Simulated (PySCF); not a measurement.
# Quadrupolar nuclei of `CS[SiH2]SC(=C=O)C=O` in NMR

C4H6O2S2Si.
Cartesian coordinates in Å at the GFN2-xTB level; atoms count from 1:
```
atom  x, y, z in Å
C1     3.4267   -0.4310    0.0225
S2     2.0631   -1.2452   -0.8512
Si3    0.4733    0.0224   -0.0773
S4    -1.1185   -1.0358   -1.1240
C5    -2.5074   -0.0650   -0.5391
C6    -3.6788   -0.4537   -0.9949
O7    -4.6699   -0.8436   -1.4299
C8    -2.2365    1.0107    0.3436
O9    -1.1053    1.2942    0.7128
H10    4.3348   -0.9644   -0.2347
H11    3.2542   -0.4810    1.0924
H12    3.4971    0.6029   -0.2986
H13    0.5433   -0.2953    1.3424
H14    0.8145    1.2990   -0.6901
H15   -3.0954    1.5939    0.6928
```

Computed at PBE0/pcSseg-1 (PySCF, non-relativistic):

```tsv
atom	environment	nucleus	spin I	Q (b)	CQ = χzz (MHz)	η
S2	sulfur bonded to C and Si	33S	3/2	-0.0678	37.624	0.936
S4	sulfur bonded to C and Si	33S	3/2	-0.0678	-46.937	0.821
O7	oxygen bonded to C	17O	5/2	-0.0256	4.934	0.616
O9	aldehyde oxygen	17O	5/2	-0.0256	8.347	0.008
```

Q: Recover the principal values of the field gradient from CQ = 234.96 MHz × Q × Vzz, η = (Vxx − Vyy)/Vzz and a zero trace.

A: Vxx = −Vzz(1 − η)/2 and Vyy = −Vzz(1 + η)/2, in au:

```tsv
atom	Vxx (au)	Vyy (au)	Vzz (au)	Vzz (10²¹ V/m²)
S2	0.076	2.286	-2.362	-22.95
S4	-0.264	-2.682	2.946	28.63
O7	0.157	0.663	-0.820	-7.97
O9	0.688	0.699	-1.388	-13.48
```

Q: PQ = |CQ|√(1 + η²/3), νQ = 3|CQ|/[2I(2I − 1)], ν0 = |g|·7.62259 MHz/T·B with g(33S) = 0.42921, g(17O) = −0.75752: values at 9.4 T?

A: 
```
atom  PQ (MHz)  νQ (MHz)  ν0 (MHz)  νQ/ν0
  S2     42.76     18.81     30.75  0.612
  S4     51.94     23.47     30.75  0.763
  O7     5.236     0.740     54.28  0.014
  O9     8.347     1.252     54.28  0.023
```

For S2: PQ = 37.62 × 1.1366, νQ = 37.62 × 0.5000, ν0 = 3.2717 MHz/T × 9.4 T.

For S2 and S4 νQ isn't small against ν0, so the high-field expansions of solid-state NMR fail there at this field.

Q: Second-order quadrupolar shift of the central transition's centre of gravity (half-integer spins, νQ < ν0/10) at 9.4 and 14.1 T.

A: From −(3/40)(PQ/ν0)²[I(I + 1) − 3/4]/[I(2I − 1)]², which goes as 1/B² (ppm):

```json
{"site": "17O at O7", "9.4 T": "-55.8", "14.1 T": "-24.8"}
{"site": "17O at O9", "9.4 T": "-142", "14.1 T": "-63.1"}
```

Q: In the extreme-narrowing limit, with isotropic tumbling and one correlation time, the quadrupolar linewidth goes as PQ². What relative widths follow for the 33S sites?

A: S4 1, S2 0.68, with S4 as 1.

Solvent, lattice and vibrations would change these gradients. Geometry: GFN2-xTB, one conformer, isolated molecule. GFN2-xTB bond lengths can be off by several hundredths of an ångström, more for odd bonds, and the gradients follow them. A larger basis could move these couplings by a tenth or more.
